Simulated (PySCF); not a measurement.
**Computed beside measured shifts**

System: C15H17BO (measured compound), SMILES CC(C)OB(c1ccccc1)c1ccccc1.

Atom-mapped SMILES (hydrogens are numbered by the atom that bears them): [CH3:1][CH:2]([CH3:3])[O:4][B:5]([c:6]1[cH:7][cH:8][cH:9][cH:10][cH:11]1)[c:12]1[cH:13][cH:14][cH:15][cH:16][cH:17]1

Level of theory: GIAO PBE0/pcSseg-1, IEF-PCM chloroform, PySCF SCF with an in-house response code, fitting set def2-universal-JFIT up to Ne and JKFIT beyond, grid level 2, non-relativistic, geometry: PBE0-D3(BJ)/def2-SVP.

One optimised conformer. Values are averaged over the atoms that symmetry or fast rotation interchanges, on this one geometry and without vibrational averaging. Shifts are the reference shielding less the shielding here, at the same level (11B against isolated BF3·OEt2; 13C, 1H against isolated TMS; 17O against isolated H2O); nuclei without a reference have shieldings only.

**Question.** What shifts does this level give for B5, and how do they compare with measurement?

**Answer.** 
| atom | nucleus | computed / ppm | measured / ppm | computed less measured | measured against | medium of the measurement |
| --- | --- | --- | --- | --- | --- | --- |
| B5 | 11B | 43.2 | 44.8 | -1.6 | BF3.OEt2 | CDCl3 |

Measured values: H. S. Rzepa et al., J. Org. Chem. 2018, An accessible method for DFT calculation of 11B NMR shifts.
